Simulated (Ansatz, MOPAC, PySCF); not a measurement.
Molecule: CH₅OSi, net charge 0, doublet state. SMILES: C[SiH2][O]
Geometry: optimised at B3LYP-D3(BJ)/def2-TZVP (Ansatz, a first-principles code).

Unscaled harmonic wavenumbers (cm⁻¹) in rising order, each level at the stationary point that it reaches from this structure (no distance between atoms moves by over 0.3 Å); the order of modes can differ between levels, and a negative number is imaginary. B3LYP-D3(BJ)/def2-TZVP (PySCF, at the structure above): 148, 221, 500, 537, 657, 664, 838, 869, 887, 1003, 1254, 1440, 1463, 2209, 2212, 3037, 3117, 3141.

PM3 (MOPAC): 93, 249, 347, 603, 624, 732, 792, 845, 860, 936, 1319, 1410, 1412, 1923, 1939, 3126, 3127, 3230. Zero-point energy 33.7 against 34.6 kcal/mol; where all levels lie over 400 cm⁻¹, the wavenumbers are on average 0.986 times those of B3LYP-D3(BJ)/def2-TZVP.

HF/3-21G (Ansatz): 133, 240, 311, 591, 717, 847, 873, 1004, 1018, 1097, 1487, 1623, 1633, 2304, 2319, 3194, 3262, 3274. Zero-point energy 37.1 against 34.6 kcal/mol; where all levels lie over 400 cm⁻¹, the wavenumbers are on average 1.105 times those of B3LYP-D3(BJ)/def2-TZVP.

HF/6-31G* (Ansatz): 143, 247, 308, 546, 714, 806, 869, 962, 1025, 1094, 1455, 1595, 1605, 2387, 2399, 3199, 3269, 3280. Zero-point energy 37.0 against 34.6 kcal/mol; where all levels lie over 400 cm⁻¹, the wavenumbers are on average 1.092 times those of B3LYP-D3(BJ)/def2-TZVP.
